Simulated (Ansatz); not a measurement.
Computed with Ansatz on PBE0-D4/def2-TZVP structures; ΔE is electronic, products minus reactants. CCSD(T)/CBS is the MP2 limit (def2-TZVPP, def2-QZVPP) plus CCSD(T) − MP2 in def2-TZVPP, frozen cores. This one scheme is used for every species. For Ti outer-core shells are correlated without core-valence functions, which leaves a few kJ/mol of doubt a bond. Scalar relativity is left out up to krypton. One conformer a species, not always the lowest.

`FC(F)(F)C[O][Ti]([Cl])([Cl])[Cl]` + acetylene → `C#[C][Ti]([Cl])([Cl])[Cl]` + `OCC(F)(F)F`  (formal exchange of groups at a Ti–O bond)

| species | SCS-MP2/def2-TZVPP energy (Eh) |
| --- | --- |
| `FC(F)(F)C[O][Ti]([Cl])([Cl])[Cl]` | -2679.70062 |
| `C#C` | -77.16011 |
| `C#[C][Ti]([Cl])([Cl])[Cl]` | -2304.67154 |
| `OCC(F)(F)F` | -452.14640 |

Work out ΔE.

ΔE = (-2304.67154) + (-452.14640) − (-2679.70062) − (-77.16011) = 0.04279 Eh = +26.9 kcal/mol. CCSD(T)/CBS gives +27.8 kcal/mol.

Largest T1 diagnostic among the species: 0.024, so the coupled-cluster value is less sure than usual.

At CCSD(T), def2-SVP lies +3.5 kcal/mol from the extrapolated value and def2-TZVPP −0.0 kcal/mol. From BLYP to BHLYP (50 % exact exchange), in def2-TZVPP and without D4, ΔE moves by +1.4 kcal/mol.
